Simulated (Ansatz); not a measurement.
Born–Oppenheimer molecular dynamics of BClGaH5OSi (10 atoms, charge 0, multiplicity 1). It starts at the highest image of a converged band. Of that band: Neighbouring images differ by up to 2.7 eV, so the band resolves the path poorly. A vibrational analysis at the climbing image gives one clearly imaginary mode, 1453i cm⁻¹: a first-order saddle point.

The calculation used RHF/def2-SVP in Ansatz.

```
ensemble                      : NVE (velocity Verlet)
time step                     : 0.5 fs
steps asked                   : 200
starting velocities drawn for : 100 K
seed                          : 9209
```

First frame:

```xyz
10
Properties=species:S:1:pos:R:3
O -1.504 -0.024 0.811
B -0.341 0.033 0.165
Si 1.045 -1.473 0.332
Ga -0.193 2.238 -1.237
Cl -2.176 2.780 -0.571
H -2.089 0.714 0.672
H 2.318 -0.891 0.840
H 1.324 -2.012 -1.028
H 0.658 -2.603 1.216
H 0.957 1.238 -1.200
```

(1) What does the run give?

(2) What happens to the structure?

(3) How do temperature and energy run in time?

Answers

(1) The run went to its last step.

```
steps done                                               : 200
time covered                                             : 100 fs
mean temperature over the second half                    : 1974 K
spread of the potential energy over the second half      : 76.1 meV per atom
mean potential energy of the second half above the start : -193.8 meV per atom
```

The conserved energy stayed within 0.27 meV per atom of its start (net change -0.045 meV per atom), so the integration is sound. The kinetic energy rose, since the run started high on the potential surface and went downhill. A run of 0.1 ps of so small a system gives no equilibrium averages. The orbitals stay closed-shell, which can raise the energy where a bond breaks towards radicals; this wasn't checked here.

(2) Between its relaxed ends the band would form B2–H10 and break B2–Ga4, Ga4–H10. These pairs go: B2–H10 2.24 → 3.82 Å, B2–Ga4 2.62 → 2.39 Å, Ga4–H10 1.52 → 1.60 Å. In the last frame they stand as before the step (other bonds may differ from the relaxed reactants and products). These pairs come and go: their bonding changes 5 times, last at 62 of 100 fs, so the outcome isn't settled. It ends as one piece, BClGaH5OSi. Pairs count as bonded within 1.25 times the sum of covalent radii (0.12 Å more for H–H). Another seed would give other details.

(3) 
```
time (fs)  T (K)  potential energy less start (eV)  conserved less start (meV/atom)
      0.0    100                             0.000                             0.00
      5.0     72                             0.029                             0.03
     10.0     64                             0.037                             0.05
     15.0    212                            -0.115                             0.08
     20.0   1169                            -1.106                            -0.01
     25.0   2302                            -2.279                            -0.18
     30.0   2322                            -2.298                            -0.06
     35.0   2278                            -2.253                            -0.09
     40.0   1867                            -1.829                            -0.18
     45.0    777                            -0.698                             0.20
     50.0   2088                            -2.058                            -0.26
     55.0   2461                            -2.442                            -0.06
     60.0   2627                            -2.614                            -0.09
     65.0   2426                            -2.407                            -0.18
     70.0   1000                            -0.931                             0.02
     75.0    437                            -0.347                             0.08
     80.0   1503                            -1.451                            -0.04
     85.0   2576                            -2.561                            -0.11
     90.0   2708                            -2.698                            -0.12
     95.0   2082                            -2.050                            -0.07
    100.0   1528                            -1.477                            -0.04
```

Time of the run: 4.3 min on 2 threads of Intel(R) Xeon(R) 6975P-C (Granite Rapids), on a shared host, peak memory 0.31 GiB.
